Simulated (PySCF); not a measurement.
C2H5ClFNSi, SMILES N[Si@@H](/C=C/F)Cl. Geometry optimised at PBE-D3(BJ)/def2-SVP. The structure was generated by enumeration; whether it is a known compound was not checked. The values are those of a single conformer.

Q: Give the equilibrium geometry at PBE-D3(BJ)/def2-SVP (PySCF confirms it by a frequency run) as a Z-matrix. (The exact figures need the calculation; the answer reports its results.)

A: One answer among several that fit: 
```
Si
N 1 1.7282
H 2 1.0236 1 118.95
H 2 1.0238 3 110.51 1 -142.35
H 1 1.4971 2 106.76 3 46.10
C 1 1.8583 5 114.39 2 -119.94
C 6 1.3436 1 123.40 5 -113.35
F 7 1.3398 6 123.06 1 179.89
H 7 1.1045 8 112.27 6 -179.84
H 6 1.1045 7 117.59 9 179.98
Cl 1 2.1155 5 105.45 2 123.02
```
